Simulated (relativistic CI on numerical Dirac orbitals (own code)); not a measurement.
**Slater and spin-orbit integrals, Hg XX**

Calculated at this level of theory: Dirac-Coulomb-Breit CI, orbitals from a KLI potential per configuration, model QED (radiative potential, 1s self-energy scaled to tabulated hydrogen-like ionisation energies), unscaled Slater integrals (own radial code, finite nucleus).

Slater integrals F^k, G^k are unscaled and averaged over j, outside the closed core [Kr]; ζ comes from projecting the Hamiltonian with its Breit term on Σ l·s of the shell.

- 4d¹⁰4f¹³5s²: ζ(4f) = 9584 cm⁻¹; <r>(4f) = 0.4521, <r^2>(4f) = 0.2402 (bohr units).
- 4d¹⁰4f¹³5s5p: ζ(4f) = 9630.3, G^3(4f,5s) = 37401, F^2(4f,5p) = 92236, G^2(4f,5p) = 31808, G^4(4f,5p) = 28633, G^1(5s,5p) = 157680, ζ(5p) = 144940 cm⁻¹; <r>(4f) = 0.4517, <r^2>(4f) = 0.2397, <r>(5s) = 0.8078, <r^2>(5s) = 0.7262, <r>(5p) = 0.8729, <r^2>(5p) = 0.8504 (bohr units).
- 4d¹⁰4f¹⁴5p: ζ(5p) = 141260 cm⁻¹; <r>(5p) = 0.8777, <r^2>(5p) = 0.86 (bohr units).

Averages of the first 10 configurations, taken without configuration mixing, which lowers the lowest level and can move excited configurations by several eV; other configurations of the list can lie among them:

```json
{"Configuration": "4d¹⁰4f¹³5s²", "Parity": "odd", "States": "14", "Average energy above the lowest level (eV)": "23.0"}
{"Configuration": "4d¹⁰4f¹⁴5s", "Parity": "even", "States": "2", "Average energy above the lowest level (eV)": "0.2"}
{"Configuration": "4d¹⁰4f¹³5s5p", "Parity": "even", "States": "168", "Average energy above the lowest level (eV)": "82.2"}
{"Configuration": "4d¹⁰4f¹⁴5p", "Parity": "odd", "States": "6", "Average energy above the lowest level (eV)": "62.1"}
{"Configuration": "4d¹⁰4f¹²5s²5p", "Parity": "odd", "States": "546", "Average energy above the lowest level (eV)": "110.6"}
{"Configuration": "4d¹⁰4f¹³5s5d", "Parity": "odd", "States": "280", "Average energy above the lowest level (eV)": "165.7"}
{"Configuration": "4d¹⁰4f¹²5s5p²", "Parity": "even", "States": "2730", "Average energy above the lowest level (eV)": "172.6"}
{"Configuration": "4d¹⁰4f¹⁴5d", "Parity": "even", "States": "10", "Average energy above the lowest level (eV)": "143.0"}
{"Configuration": "4d¹⁰4f¹³5s5f", "Parity": "even", "States": "392", "Average energy above the lowest level (eV)": "250.6"}
{"Configuration": "4d⁹4f¹⁴5s²", "Parity": "even", "States": "10", "Average energy above the lowest level (eV)": "294.1"}
```
